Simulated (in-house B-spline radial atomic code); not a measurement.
A fraction x of an electron is moved 3p → 4d in Ga II (Ga+), starting from [Ar] 3d10 4s2 and keeping the highest spin. All numbers are computed (scalar-relativistic (X2C) SCAN, spin-polarised, spherical fractional occupations; Fermi nucleus of rms radius 3.9973 fm) with a B-spline radial code for spherical atoms, not measured.

| x | E(x) - E(0) (eV) | 3p down level (eV) | 4d up level (eV) |
| --- | --- | --- | --- |
| 0 | 0.0000 | -110.185 | - |
| 0.125 | 13.5870 | -112.043 | -2.845 |
| 0.25 | 27.3320 | -113.880 | -3.157 |
| 0.375 | ? | ? | ? |
| 0.5 | 55.3981 | -117.476 | -3.670 |
| 0.625 | ? | ? | ? |
| 0.75 | 84.2282 | -120.943 | -4.125 |
| 0.875 | 98.9226 | -122.627 | -4.339 |
| 1 | 113.7993 | -124.280 | -4.546 |

(1) What belongs in the row x = 0.375?

(2) What belongs in the row x = 0.625?

(3) Check Janak's theorem between x = 0.125 and 0.25.

Results:

(1) An energy change of 41.2686 eV; 3p down at -115.691 eV, 4d up at -3.427 eV.

(2) An energy change of 69.7190 eV; 3p down at -119.227 eV, 4d up at -3.902 eV.

(3) The slope of the energy is 109.96 eV; the orbital levels give 109.96 eV (ε of the receiving orbital less ε of the emptying one, averaged over the two points).
